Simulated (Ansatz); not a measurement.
Cost and result for the atomization energy of C2H5ClGeO, SMILES `[CH3][GeH]([Cl])[CH]=O` (10 atoms, 9 bonds).

```xyz
10

C    -0.578    0.504   -1.315
Ge    0.713   -0.034    0.025
Cl    1.743    1.710    0.791
C    -0.210   -0.842    1.612
O    -1.161   -1.559    1.466
H    -1.197   -0.355   -1.578
H    -1.215    1.293   -0.914
H    -0.068    0.870   -2.206
H     1.799   -0.985   -0.509
H     0.174   -0.601    2.630
```

The species carries charge 0 and has multiplicity 1. Correlated methods include outer-core shells of Ge, which these sets cover unevenly. Scalar relativity is left out up to krypton. The structure was optimised at the PBE0-D4/def2-TZVP level. It is one conformer, not always the lowest. Program: Ansatz. All runs use 4 threads of an Arm Neoverse V2 on a shared host. Times are those of one run each, without the atoms' runs, and a repeat can differ threefold. Electronic energies, without spin–orbit coupling; frozen cores. CCSD(T)/CBS adds CCSD(T) − MP2 in def2-TZVPP to the MP2 limit, and its time is that of the two runs behind it. T1 = 0.013. With those shells the extrapolation isn't a true limit. B3LYP takes the VWN-RPA correlation (the form of Gaussian; ORCA's B3LYP/G).

CCSD(T)/CBS is a level of theory with its own doubt, some kJ/mol a heavy atom from the limit and from the frozen cores, so smaller differences don't rank the functionals.

| level | functions | wall time |
| --- | --- | --- |
| PBE-D4/def2-TZVPP (with forces) | 253 | 2.3 s |
| PBE0-D4/def2-TZVPP | 253 | 3.1 s |
| B3LYP-D4/def2-TZVPP (with forces) | 253 | 4.4 s |
| r2SCAN-D4/def2-TZVPP (with forces) | 253 | 4.5 s |
| B2PLYP/def2-TZVPP | 253 | 6 s |
| ωB97X-V/def2-TZVPP | 253 | 7.5 s |
| ωB97M-V/def2-TZVPP (with forces) | 253 | 11 s |
| MP2/def2-QZVPP | 480 | 23 s |
| CCSD(T)/def2-TZVPP | 253 | 3.3 min |
| CCSD(T)/CBS(def2) | – | 3.7 min |

(1) What atomization energy does each give, and how far from CCSD(T)/CBS? (Best estimate.)

Results:

(1) Ansatz gave: 
```json
{"level": "PBE-D4/def2-TZVPP (with forces)", "atomization (kJ/mol)": "3710.4", "difference from CCSD(T)/CBS": "80.3", "per bond": "8.9"}
{"level": "PBE0-D4/def2-TZVPP", "atomization (kJ/mol)": "3631.4", "difference from CCSD(T)/CBS": "1.3", "per bond": "0.1"}
{"level": "B3LYP-D4/def2-TZVPP (with forces)", "atomization (kJ/mol)": "3609.3", "difference from CCSD(T)/CBS": "-20.8", "per bond": "-2.3"}
{"level": "r2SCAN-D4/def2-TZVPP (with forces)", "atomization (kJ/mol)": "3644.1", "difference from CCSD(T)/CBS": "14.0", "per bond": "1.5"}
{"level": "B2PLYP/def2-TZVPP", "atomization (kJ/mol)": "3582.6", "difference from CCSD(T)/CBS": "-47.5", "per bond": "-5.3"}
{"level": "ωB97X-V/def2-TZVPP", "atomization (kJ/mol)": "3639.5", "difference from CCSD(T)/CBS": "9.4", "per bond": "1.0"}
{"level": "ωB97M-V/def2-TZVPP (with forces)", "atomization (kJ/mol)": "3626.5", "difference from CCSD(T)/CBS": "-3.6", "per bond": "-0.4"}
{"level": "MP2/def2-QZVPP", "atomization (kJ/mol)": "3664.3", "difference from CCSD(T)/CBS": "34.2", "per bond": "3.8"}
{"level": "CCSD(T)/def2-TZVPP", "atomization (kJ/mol)": "3546.8", "difference from CCSD(T)/CBS": "-83.3", "per bond": "-9.3"}
{"level": "CCSD(T)/CBS(def2)", "atomization (kJ/mol)": "3630.1", "difference from CCSD(T)/CBS": "0.0", "per bond": "0.0"}
```

The D4 term adds +35.4 kJ/mol with B3LYP and +18.8 kJ/mol with PBE0; it sums over pairs of atoms, weighted by their polarisabilities, and B3LYP, whose exchange is more repulsive, gets the larger term. From PBE to PBE0 (25 % exact exchange), in def2-TZVPP and without D4, the atomization energy moves by −75.8 kJ/mol: exact exchange takes away binding that semilocal exchange gives to molecules. In def2-TZVPP, CCSD(T) changes the Hartree–Fock value by +952.9 kJ/mol (the triples alone add +64.6 kJ/mol) and MP2 by +1022.1 kJ/mol; breaking electron pairs costs correlation energy, which Hartree–Fock lacks.
